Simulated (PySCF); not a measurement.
Sn(Cl)3(SiH3) (Cl3H3SiSn), SMILES [SiH3][Sn]([Cl])([Cl])[Cl].

Coordinates come from a r2SCAN-D4/def2-SVP optimisation. The structure was generated by enumeration; whether it is a known compound was not checked. The def2 effective core potentials stand for the cores of Sn; spin–orbit coupling is left out.

Two levels are set side by side: TDA-PBE/def2-SVPD (PySCF) and TDA-B3LYP/def2-SVPD (PySCF). Vertical, same geometry. The lowest singlet is HOMO−1→LUMO 100 % with PBE and HOMO−1→LUMO 99 % with the other functional; states are paired by order. Differences are taken from unrounded values.

```
quantity                               TDA-B3LYP  TDA-PBE  TDA-PBE minus TDA-B3LYP
-------------------------------------  ---------  -------  -----------------------
lowest singlet excitation (eV)              4.99     4.40                    -0.59
lowest triplet excitation (TDA) (eV)        4.28     3.94                    -0.34
first bright state (f over 0.05) (eV)       5.13     4.63                    -0.50
its oscillator strength                     0.21     0.13                    -0.08
```

Functionals without exact exchange tend to place singlet excitations lower, as here. Differences between two approximate levels are no errors against the true value.

Rough cost on one machine, each run with all the roots and properties that it gave: TDA-B3LYP against TDA-PBE within a factor of 2.
